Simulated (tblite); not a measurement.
A geometry optimisation, step by step.

Compound: C₂H₉ClGeSi.
Atom-mapped SMILES: `[SiH3:1][C@H:2]([Cl:3])[CH2:4][GeH3:5]` (hydrogens: H6, H7, H8 on Si1; H9 on C2; H10, H11 on C4; H12, H13, H14 on Ge5)

Computed with GFN2-xTB (tblite), gas phase: L-BFGS steps from a force-field or distance-geometry start until the largest atomic force falls under 0.01 eV/Å. 8 of its 96 geometries are shown.

Step 0: E = -464.0861 eV, largest atomic force 1.056 eV/Å
```
atom  x, y, z in Å  |  force x, y, z in eV/Å
Si1     2.248    0.423   -0.207    0.894   0.440  -0.350
C2      0.606   -0.463    0.030   -0.083   0.349   0.913
Cl3     0.537   -1.817   -1.126   -0.245   0.066   0.174
C4     -0.563    0.505   -0.159    0.017  -0.114   0.166
Ge5    -2.256   -0.331    0.375   -0.654  -0.460  -0.126
H6      2.290    0.977   -1.571   -0.048  -0.089   0.174
H7      2.352    1.522    0.767   -0.078  -0.115  -0.052
H8      3.356   -0.513   -0.008   -0.099   0.001   0.000
H9      0.602   -0.883    1.072   -0.310   0.057  -0.853
H10    -0.427    1.395    0.493    0.167  -0.397  -0.517
H11    -0.631    0.822   -1.213    0.165   0.040   0.438
H12    -3.401    0.704    0.221    0.383  -0.514   0.114
H13    -2.172   -0.795    1.853   -0.092   0.166  -0.648
H14    -2.541   -1.548   -0.549   -0.019   0.569   0.567
```

Step 14: E = -464.2709 eV, largest atomic force 0.070 eV/Å
```
atom  x, y, z in Å  |  force x, y, z in eV/Å
Si1     2.310    0.443   -0.223    0.010  -0.002  -0.027
C2      0.627   -0.414    0.065   -0.025   0.007   0.041
Cl3     0.468   -1.780   -1.081   -0.001  -0.019   0.025
C4     -0.558    0.506   -0.139    0.020   0.010  -0.002
Ge5    -2.269   -0.361    0.342    0.002  -0.001  -0.037
H6      2.305    0.977   -1.581    0.009   0.000  -0.038
H7      2.381    1.530    0.755    0.032   0.020   0.018
H8      3.375   -0.530   -0.019    0.015  -0.029  -0.002
H9      0.581   -0.874    1.056   -0.001   0.024  -0.002
H10    -0.414    1.401    0.472   -0.054  -0.031   0.031
H11    -0.580    0.838   -1.179   -0.040   0.007   0.013
H12    -3.397    0.617    0.234   -0.011   0.005  -0.009
H13    -2.209   -0.810    1.769    0.019  -0.017  -0.001
H14    -2.622   -1.545   -0.491    0.023   0.026  -0.010
```

Step 27: E = -464.2845 eV, largest atomic force 0.093 eV/Å
```
atom  x, y, z in Å  |  force x, y, z in eV/Å
Si1     2.326    0.432   -0.259    0.054   0.034   0.017
C2      0.621   -0.356    0.104    0.066  -0.022  -0.008
Cl3     0.442   -1.792   -0.952   -0.023   0.017  -0.010
C4     -0.581    0.538   -0.107   -0.019  -0.022  -0.023
Ge5    -2.277   -0.398    0.292   -0.015   0.028   0.087
H6      2.338    0.938   -1.629   -0.054  -0.010  -0.007
H7      2.511    1.524    0.702   -0.034   0.003  -0.027
H8      3.357   -0.583   -0.064   -0.038  -0.028  -0.006
H9      0.598   -0.762    1.116   -0.003  -0.001   0.090
H10    -0.497    1.403    0.555    0.018   0.011  -0.014
H11    -0.597    0.915   -1.130    0.041   0.030  -0.042
H12    -3.414    0.574    0.223   -0.010  -0.002  -0.002
H13    -2.200   -0.884    1.708   -0.025  -0.052  -0.029
H14    -2.628   -1.550   -0.582    0.041   0.014  -0.027
```

Step 41: E = -464.3038 eV, largest atomic force 0.145 eV/Å
```
atom  x, y, z in Å  |  force x, y, z in eV/Å
Si1     2.325    0.410   -0.310   -0.023   0.001   0.016
C2      0.624   -0.281    0.220   -0.004   0.029   0.052
Cl3     0.406   -1.796   -0.709   -0.020  -0.002   0.030
C4     -0.583    0.601   -0.035    0.051  -0.032  -0.002
Ge5    -2.261   -0.420    0.244    0.046  -0.029  -0.134
H6      2.232    0.841   -1.701   -0.020  -0.015  -0.016
H7      2.639    1.548    0.556    0.006   0.003   0.004
H8      3.268   -0.691   -0.141    0.052   0.043   0.003
H9      0.637   -0.595    1.268   -0.031   0.015  -0.041
H10    -0.543    1.466    0.635    0.008  -0.094  -0.070
H11    -0.553    0.983   -1.059   -0.022  -0.007   0.068
H12    -3.438    0.502    0.244   -0.038   0.051   0.026
H13    -2.231   -1.114    1.562    0.035  -0.020   0.090
H14    -2.523   -1.454   -0.796   -0.039   0.058  -0.026
```

Step 54: E = -464.3239 eV, largest atomic force 0.064 eV/Å
```
atom  x, y, z in Å  |  force x, y, z in eV/Å
Si1     2.308    0.394   -0.328    0.020   0.007   0.021
C2      0.634   -0.272    0.309   -0.001   0.043   0.005
Cl3     0.378   -1.855   -0.491   -0.003   0.042   0.030
C4     -0.563    0.602   -0.003   -0.061   0.005  -0.017
Ge5    -2.246   -0.429    0.182   -0.002  -0.001  -0.008
H6      2.084    0.734   -1.730    0.044   0.012  -0.039
H7      2.669    1.585    0.449   -0.044  -0.035  -0.025
H8      3.310   -0.656   -0.175   -0.018   0.013   0.013
H9      0.649   -0.495    1.376    0.022  -0.036   0.018
H10    -0.565    1.467    0.662    0.037  -0.015   0.039
H11    -0.497    0.992   -1.019    0.008  -0.021  -0.042
H12    -3.417    0.496    0.336    0.006   0.041   0.019
H13    -2.198   -1.278    1.409    0.005  -0.033   0.009
H14    -2.548   -1.285   -0.998   -0.013  -0.021  -0.023
```

Step 68: E = -464.3290 eV, largest atomic force 0.042 eV/Å
```
atom  x, y, z in Å  |  force x, y, z in eV/Å
Si1     2.306    0.401   -0.331   -0.015  -0.029  -0.027
C2      0.636   -0.282    0.300   -0.004   0.020   0.010
Cl3     0.367   -1.866   -0.487    0.006  -0.004  -0.017
C4     -0.563    0.590   -0.010    0.035   0.006  -0.004
Ge5    -2.249   -0.430    0.186   -0.020  -0.023  -0.006
H6      2.137    0.726   -1.745   -0.002  -0.008   0.002
H7      2.604    1.606    0.444    0.010   0.032   0.011
H8      3.320   -0.629   -0.139    0.019  -0.011   0.022
H9      0.663   -0.505    1.369   -0.005   0.003  -0.007
H10    -0.552    1.458    0.652    0.002  -0.010  -0.004
H11    -0.495    0.969   -1.031   -0.015   0.006  -0.005
H12    -3.385    0.530    0.382   -0.024   0.004   0.019
H13    -2.194   -1.310    1.393   -0.002   0.000  -0.007
H14    -2.596   -1.258   -1.005    0.015   0.014   0.011
```

Step 81: E = -464.3313 eV, largest atomic force 0.044 eV/Å
```
atom  x, y, z in Å  |  force x, y, z in eV/Å
Si1     2.310    0.398   -0.331    0.020   0.013   0.011
C2      0.635   -0.283    0.291    0.015   0.018  -0.023
Cl3     0.369   -1.861   -0.509   -0.007  -0.001  -0.002
C4     -0.563    0.590   -0.014   -0.026  -0.002   0.005
Ge5    -2.255   -0.424    0.195    0.006  -0.044   0.000
H6      2.176    0.669   -1.760   -0.012  -0.012   0.010
H7      2.582    1.633    0.409   -0.013   0.008  -0.011
H8      3.337   -0.602   -0.066   -0.004  -0.020   0.004
H9      0.660   -0.509    1.359   -0.005  -0.018  -0.002
H10    -0.544    1.459    0.646   -0.001   0.026   0.012
H11    -0.509    0.966   -1.038    0.016   0.001   0.003
H12    -3.389    0.521    0.452   -0.013   0.025   0.002
H13    -2.191   -1.353    1.364    0.021   0.009  -0.005
H14    -2.619   -1.206   -1.021    0.004  -0.003  -0.002
```

Step 95: E = -464.3330 eV, largest atomic force 0.010 eV/Å
```
atom  x, y, z in Å  |  force x, y, z in eV/Å
Si1     2.313    0.395   -0.322   -0.001  -0.002  -0.006
C2      0.629   -0.276    0.283   -0.002  -0.002   0.000
Cl3     0.364   -1.839   -0.548    0.001  -0.006   0.004
C4     -0.568    0.601   -0.014    0.004   0.004   0.001
Ge5    -2.251   -0.426    0.197   -0.003   0.003   0.000
H6      2.200    0.606   -1.763    0.000   0.000  -0.009
H7      2.564    1.662    0.368   -0.003   0.000   0.004
H8      3.330   -0.600    0.000    0.001   0.003   0.004
H9      0.647   -0.524    1.346   -0.003  -0.003  -0.005
H10    -0.549    1.466    0.651    0.002   0.002   0.002
H11    -0.512    0.983   -1.035    0.006   0.007   0.003
H12    -3.385    0.511    0.493   -0.005  -0.003  -0.004
H13    -2.152   -1.372    1.348    0.002  -0.002   0.007
H14    -2.631   -1.188   -1.026    0.000   0.000  -0.002
```

Q: Summarise the path.

A: The energy falls by 23.83 kJ/mol from step 0 to step 95; nine tenths of that is first reached at step 44. It falls at every step. The largest force goes from 1.056 to 0.010 eV/Å. Among the bonds Ge5–H14 changes most, from 1.554 to 1.491 Å; the atoms move by 0.410 Å rms after alignment.

Q: Follow the three bonds and two angles with the largest change from start to end.

A: 
```csv
step,E above end (kJ/mol),largest force (eV/Å),Ge5–H14 (Å),Ge5–H13 (Å),Ge5–H12 (Å),Si1–C2–C4 (°),Si1–C2–H9 (°)
0,23.83,1.056,1.554,1.551,1.551,110.7,107.2
4,8.10,0.208,1.481,1.497,1.495,113.5,111.1
8,6.76,0.136,1.488,1.495,1.496,112.8,111.9
12,6.16,0.097,1.488,1.497,1.496,113.1,111.9
17,5.82,0.110,1.488,1.501,1.498,113.5,110.9
21,5.34,0.068,1.487,1.498,1.499,114.7,110.7
25,4.90,0.090,1.491,1.496,1.499,115.6,110.5
29,4.44,0.085,1.488,1.498,1.495,116.1,110.4
33,3.87,0.106,1.494,1.497,1.498,116.6,110.9
37,3.36,0.101,1.485,1.502,1.500,117.5,110.5
41,2.81,0.145,1.490,1.490,1.495,116.9,111.0
45,2.25,0.091,1.488,1.498,1.504,116.8,111.9
50,1.35,0.067,1.491,1.495,1.499,115.7,112.7
54,0.87,0.064,1.488,1.493,1.499,115.0,112.6
58,0.67,0.051,1.490,1.495,1.501,115.2,112.4
62,0.53,0.068,1.490,1.493,1.501,114.6,112.7
66,0.44,0.039,1.491,1.494,1.501,114.7,112.3
70,0.36,0.030,1.490,1.494,1.500,114.6,112.0
74,0.28,0.058,1.489,1.494,1.503,114.9,111.9
78,0.22,0.030,1.492,1.495,1.500,115.0,111.6
83,0.12,0.031,1.489,1.494,1.501,115.2,112.0
87,0.05,0.031,1.491,1.494,1.502,115.5,112.0
91,0.02,0.018,1.491,1.495,1.501,115.5,112.0
95,0.00,0.010,1.491,1.494,1.501,115.6,111.9
```

The cost below is that of the whole relaxation. Time: 0.65 s of wall time. Hardware: Arm Neoverse V2, one thread, no GPU, shared host with 192 logical CPUs at a one-minute load of 89.
